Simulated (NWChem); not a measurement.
Molecule: SiH4O2; SMILES O[SiH2]O

```xyz
7

Si     0.0000     0.0000    -0.4255
O     -1.3853     0.0511     0.4893
O      1.3853    -0.0511     0.4893
H     -0.0651     1.2367    -1.2500
H      0.0651    -1.2367    -1.2500
H     -1.5866    -0.7328     1.0090
H      1.5866     0.7328     1.0090
```
Atoms are numbered in this order, from 1.

Computed with NWChem. Pople sets run with spherical d functions. Structure relaxed at the PBE0/def2-SVP level. Level: PBE0/6-31+G*; the question gives the wavelength of the field.

Q: Estimate the computed values for field 1065 nm. Quantities: isotropic polarisability (bohr³); anisotropy (bohr³).

A: 
```
Quantity                          Result
--------------------------------  ------
isotropic polarisability (bohr³)    30.9
anisotropy (bohr³)                   0.7
```
